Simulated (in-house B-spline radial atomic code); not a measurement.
## How G0W0 and RPA depend on the start: Pd

Configuration [Kr] 4d10. Computed with an all-electron radial atomic-structure program (B-spline basis): all electrons, scalar-relativistic (spin-free one-electron X2C), finite nucleus, each spin shell either full or empty, empty states to l = 9 with an (l + 1/2)⁻⁴ tail; G0W0 by contour deformation at full frequency.

```json
{"start": "Hartree-Fock", "mean-field 4d (eV)": "-8.921", "G0W0 (eV)": "?", "QP weight": "?", "RPA correlation (Eh)": "?"}
{"start": "LDA VWN5", "mean-field 4d (eV)": "-4.311", "G0W0 (eV)": "-8.168", "QP weight": "0.618", "RPA correlation (Eh)": "-3.6242"}
{"start": "PBE0", "mean-field 4d (eV)": "-5.408", "G0W0 (eV)": "-8.199", "QP weight": "0.686", "RPA correlation (Eh)": "-3.5147"}
{"start": "r2SCAN", "mean-field 4d (eV)": "-4.023", "G0W0 (eV)": "-7.752", "QP weight": "0.618", "RPA correlation (Eh)": "-3.5563"}
{"start": "SCAN", "mean-field 4d (eV)": "-4.064", "G0W0 (eV)": "-7.819", "QP weight": "0.622", "RPA correlation (Eh)": "-3.5564"}
{"start": "BHandHLYP", "mean-field 4d (eV)": "-6.805", "G0W0 (eV)": "?", "QP weight": "?", "RPA correlation (Eh)": "?"}
{"start": "CAM-B3LYP", "mean-field 4d (eV)": "-6.921", "G0W0 (eV)": "-8.914", "QP weight": "0.850", "RPA correlation (Eh)": "-3.4861"}
{"start": "LC-wPBE", "mean-field 4d (eV)": "-8.063", "G0W0 (eV)": "-8.948", "QP weight": "0.891", "RPA correlation (Eh)": "-3.4719"}
{"start": "wB97X", "mean-field 4d (eV)": "-7.892", "G0W0 (eV)": "-9.019", "QP weight": "0.887", "RPA correlation (Eh)": "-3.4599"}
{"start": "r2SCAN0", "mean-field 4d (eV)": "-5.452", "G0W0 (eV)": "-8.128", "QP weight": "0.750", "RPA correlation (Eh)": "-3.4774"}
```

Question: What G0W0 level, weight and RPA correlation energy follow from the Hartree-Fock start?

Answer: G0W0 level -8.652 eV, weight 0.913, RPA correlation -3.2812 hartree.

Question: What G0W0 level, weight and RPA correlation energy follow from the BHandHLYP start?

Answer: G0W0 level -8.615 eV, weight 0.853, RPA correlation -3.4314 hartree.

Question: How much of the dependence on the start does G0W0 remove?

Answer: The mean-field levels span 4.9 eV and the G0W0 levels 1.27 eV. Against 8.337 eV (NIST, measured) the G0W0 removal energies are off by -0.58 to +0.68 eV, with spin-orbit coupling, Breit and QED terms left out.
